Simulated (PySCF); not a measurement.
Isomers of C2H8SSi2, one GFN2-xTB conformer each. Single-point energies are computed at CAM-B3LYP/def2-SVPD (PySCF, gas phase, no added dispersion term), electronic only.

Problem. Rank them by CAM-B3LYP/def2-SVPD energy, lowest first (kcal/mol).
A. `[CH3:1][C:2](=[S:3])[SiH2:4][SiH3:5]` with C1–C2–Si4–Si5 -94°
B. `[SH:1][CH:2]1[SiH2:3][CH2:4][SiH2:5]1` with H–S1–C2–Si3 -55°, S1–C2–Si3–C4 130°, C2–Si3–C4–Si5 -6°, Si3–C4–Si5–C2 6°, S1–C2–Si5–C4 -130°

Solution. B (0.0), A (11.8).

As drawn, the lower has a four-membered ring and an S–H bond, which the higher lacks; the higher has an Si–Si bond and a C=S bond, which the lower lacks. GFN2-xTB itself gives, in the same order: 1.7, 0.0. GFN2-xTB puts CC(=S)[SiH2][SiH3] lowest instead.

Problem. Which frontier levels, dipoles and rotational constants go with these structures?

Solution. 
| SMILES | HOMO (eV, CAM-B3LYP/def2-SVPD) | LUMO (eV) | dipole (D) | A, B, C (MHz) |
| --- | --- | --- | --- | --- |
| SC1[SiH2]C[SiH2]1 | -7.58 | 0.46 | 2.02 | 3408, 1894, 1330 |
| CC(=S)[SiH2][SiH3] | -7.63 | -1.34 | 2.34 | 3504, 1299, 1175 |
